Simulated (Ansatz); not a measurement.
Compare A (`[SiH3][SiH2]C[TeH]`) with its isomer B (`C[SiH2][Te][SiH3]`).

Program: Ansatz. Geometries: PBE0-D4/def2-TZVP. ΔE: electronic, gas phase. CCSD(T)/CBS adds triple-zeta CCSD(T) − MP2 to the extrapolated MP2 energy (def2 sets, frozen cores). Functionals use def2-TZVPP. B3LYP here is the variant with VWN-RPA as its local correlation; programs differ in this. def2 core potentials past Kr. For Te outer-core shells are correlated without core-valence functions, which leaves a few kJ/mol of doubt a bond. Each species was taken in one conformer, which may not be the lowest.

A:

Z-matrix (Å, degrees):
```
Si
Si 1 2.343
H 1 1.489 2 109.3
H 1 1.490 2 109.6 3 -118.5
H 1 1.485 2 112.2 3 121.1
C 2 1.877 1 110.0 3 -35.3
H 2 1.490 1 110.3 3 -155.4
H 2 1.493 1 110.2 3 85.9
Te 6 2.148 2 110.4 1 -55.9
H 6 1.090 2 113.6 1 -179.0
H 6 1.092 2 110.0 1 59.0
H 9 1.659 6 93.6 2 -44.2
```

B:

Z-matrix (Å, degrees):
```
C
Si 1 1.867
H 1 1.092 2 110.8
H 1 1.092 2 110.5 3 119.9
H 1 1.094 2 110.3 3 -119.9
Te 2 2.502 1 112.2 3 -60.2
H 2 1.486 1 111.1 3 -177.9
H 2 1.488 1 110.5 3 60.9
Si 6 2.489 2 91.3 1 73.3
H 9 1.485 6 110.9 2 62.6
H 9 1.486 6 111.1 2 -58.3
H 9 1.484 6 107.1 2 -177.6
```

**Question.** Which is lower in electronic energy at CCSD(T)/CBS, and by how much? (Best estimate.)

**Answer.** The calculation gave: B, by 157.4 kJ/mol.

**Question.** Give E(B) − E(A) in kJ/mol with r2SCAN-D4, PBE0-D4, CCSD/def2-TZVPP, B2PLYP, B3LYP-D4, CCSD(T)/def2-TZVPP, HF/def2-TZVPP. (An estimate is asked.)

**Answer.** Computed: r2SCAN-D4 -161.6, PBE0-D4 -159.7, CCSD/def2-TZVPP -152.8, B2PLYP -160.2, B3LYP-D4 -155.5, CCSD(T)/def2-TZVPP -150.8, HF/def2-TZVPP -171.7. None reverses the order clearly.

Largest T1 diagnostic: 0.012.

From PBE to PBE0 (25 % exact exchange), in def2-TZVPP and without D4, E(B) − E(A) moves by −7.2 kJ/mol. In def2-TZVPP, CCSD(T) changes the Hartree–Fock value by +20.9 kJ/mol (the triples alone add +2.0 kJ/mol) and MP2 by +5.5 kJ/mol.
